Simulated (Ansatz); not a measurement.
Species: AlO2H2, charge 1, singlet. AlO2H2+ (SMILES [OH][Al+][OH]).
B3LYP-D3(BJ)/def2-TZVP minimum from Ansatz (a first-principles code):
```
Al
O 1 1.6021
H 2 0.9583 1 154.24
O 1 1.6021 3 170.41 2 180.00
H 4 0.9583 1 154.24 3 180.00
```
Charge +1, spin multiplicity 1.

Total energies in cc-pV(T+d)Z, 16 correlated electrons, 7 frozen orbitals. Open shells are spin-unrestricted; no spin-orbit coupling. Correlated methods leave the cores frozen. No relativity. The spin of H2AlO2+ ([OH][Al+][OH], singlet) was assumed, and the state is the lowest solution found for it.

| method | program | energy (Eh) | minus CCSDT(Q) (mEh) |
|---|---|---|---|
| HF | Ansatz | -392.71855 | 558.19 |
| MP2 | Ansatz | -393.25389 | 22.85 |
| CCSD | Ansatz | -393.25750 | 19.24 |
| CCSD(T) | Ansatz | -393.27568 | 1.06 |
| CCSDT(Q) | Ansatz | -393.27674 | 0.00 |

Rough core times of Ansatz's runs on a shared machine: CCSD(T) under 20 s, CCSDT(Q) 30 min.
